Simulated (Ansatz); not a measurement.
Gas-phase electronic energies from Ansatz, PBE0-D4/def2-TZVP geometries. CCSD(T)/CBS is the MP2 limit (def2-TZVPP, def2-QZVPP) plus CCSD(T) − MP2 in def2-TZVPP, frozen cores. Functionals use def2-TZVPP. def2 core potentials past Kr. For As, Sn outer-core shells are correlated without core-valence functions, which leaves a few kJ/mol of doubt a bond. Scalar relativity is left out up to krypton.

Reaction (substitution at a C–Sn bond): `O=[C]([SiH3])[SnH3]` + arsine → `O=C([SiH3])[AsH2]` + `[SnH4]`

(1) Is it downhill or uphill in electronic energy at CCSD(T)/CBS, and by how much? (Estimate.)

(2) What do these levels give: r2SCAN-D4, PBE0-D4, ωB97X-V, ωB97M-V, B2PLYP, r2SCAN, MP2/def2-TZVPP, SCS-MP2/def2-TZVPP, CCSD(T)/def2-TZVPP, SCS-MP2/def2-QZVPP, HF/CBS(def2), CCSD/CBS(def2)? (Best estimate.)

Largest T1 diagnostic among the species: 0.016.

Results:

(1) Ansatz gave: Downhill: ΔE = -7.9 kJ/mol.

(2) Ansatz gave: r2SCAN-D4 -13.8, PBE0-D4 -12.7, ωB97X-V -12.3, ωB97M-V -11.5, B2PLYP -11.4, r2SCAN -13.7, MP2/def2-TZVPP -14.6, SCS-MP2/def2-TZVPP -13.5, CCSD(T)/def2-TZVPP -12.3, SCS-MP2/def2-QZVPP -10.9, HF/CBS(def2) -11.5, CCSD/CBS(def2) -7.3 kJ/mol.
